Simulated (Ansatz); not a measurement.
Reactions of `[NH]=[W](=[NH])([OH])[F]`.

Gas-phase electronic energies from Ansatz, PBE0-D4/def2-TZVP geometries. CBS: MP2 limit from def2 TZ/QZ plus the TZ coupled-cluster correction, frozen cores. Functionals use def2-TZVPP. def2 core potentials past Kr. For Br, Ge, Mo, Ti, W outer-core shells are correlated without core-valence functions, which leaves a few kJ/mol of doubt a bond. Scalar relativity is left out up to krypton. Each species was taken in one conformer, which may not be the lowest.

```json
{"reaction": "`[NH]=[W](=[NH])([OH])[F]` + `NB(F)Br` → `[NH]=[W](=[NH])([NH2])[F]` + `OB(F)Br`", "CCSD(T)/CBS(def2) (kJ/mol)": "4"}
{"reaction": "`[NH]=[W](=[NH])([OH])[F]` + `C[N]=[Mo](=[O])([OH])[Cl]` → `[NH]=[W](=[NH])([OH])[Cl]` + `C[N]=[Mo](=[O])([OH])[F]`", "CCSD(T)/CBS(def2) (kJ/mol)": "0"}
{"reaction": "`[NH]=[W](=[NH])([OH])[F]` + `CO[SiH](C)[SiH3]` → `C[O][W](=[NH])(=[NH])[OH]` + `C[SiH](F)[SiH3]`", "CCSD(T)/CBS(def2) (kJ/mol)": "?"}
{"reaction": "`[NH]=[W](=[NH])([OH])[F]` + `[OH][Ti]([OH])([OH])[F]` → `[NH]=[W](=[NH])([OH])[OH]` + `[OH][Ti]([OH])([F])[F]`", "CCSD(T)/CBS(def2) (kJ/mol)": "-16"}
{"reaction": "`[NH]=[W](=[NH])([OH])[F]` + `N[CH2][GeH3]` → `[NH]=[W](=[NH])([NH2])[OH]` + `F[CH2][GeH3]`", "CCSD(T)/CBS(def2) (kJ/mol)": "70"}
```

Q: Fill in the missing values. (Best estimate.)

A: Ansatz gave: `[NH]=[W](=[NH])([OH])[F]` + `CO[SiH](C)[SiH3]` → `C[O][W](=[NH])(=[NH])[OH]` + `C[SiH](F)[SiH3]`: -23.9 kJ/mol.

Largest T1 diagnostic: 0.023, for `[OH][Ti]([OH])([OH])[F]`.
